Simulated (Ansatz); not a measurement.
Relaxation of CH$_{3}$BrClNOSi (9 atoms, charge 0, multiplicity 1), to a largest force component of 0.02 eV/Å in at most 50 steps.

Level of theory: RKS PBE/def2-SVP (Ansatz).

```xyz
9
Properties=species:S:1:pos:R:3
O -1.595 -1.409 -0.365
C -1.012 -1.051 0.616
N 0.012 -0.186 0.663
Si 0.698 0.632 -0.745
Cl 2.587 1.106 -0.426
Br -0.525 2.502 -1.007
H -1.222 -1.459 1.615
H 0.556 0.042 1.534
H 0.590 -0.224 -1.901
```

Task: Where does it end, and by what steps?

Result: It converged. After 13 steps the energy has fallen by 0.343 eV; O1 moved furthest, 0.33 Å.

| step | energy less start (eV) | largest force component (eV/Å) | accepted |
| --- | --- | --- | --- |
| 0 | 0.0000 | 2.807 | yes |
| 1 | -0.2138 | 1.664 | yes |
| 2 | -0.2850 | 1.164 | yes |
| 3 | -0.3163 | 0.584 | yes |
| 4 | -0.3087 | 0.776 | no |
| 5 | -0.3345 | 0.217 | yes |
| 6 | -0.3376 | 0.162 | yes |
| 7 | -0.3399 | 0.130 | yes |
| 8 | -0.3414 | 0.118 | yes |
| 9 | -0.3424 | 0.071 | yes |
| 10 | -0.3431 | 0.032 | yes |
| 11 | -0.3433 | 0.027 | yes |
| 12 | -0.3432 | 0.026 | no |
| 13 | -0.3433 | 0.015 | yes |

```xyz
9
Properties=species:S:1:pos:R:3
O -1.717 -1.106 -0.335
C -1.014 -1.006 0.659
N 0.132 -0.240 0.688
Si 0.646 0.622 -0.771
Cl 2.571 1.248 -0.311
Br -0.628 2.400 -1.178
H -1.235 -1.531 1.631
H 0.656 -0.173 1.566
H 0.676 -0.261 -1.967
```

Whether the end is a true minimum wasn't checked by a vibrational analysis.

Time of the run: 15 s on 2 threads of AMD EPYC 9R45 96-Core Processor (Zen 5) (shared host), peak memory 0.24 GiB.
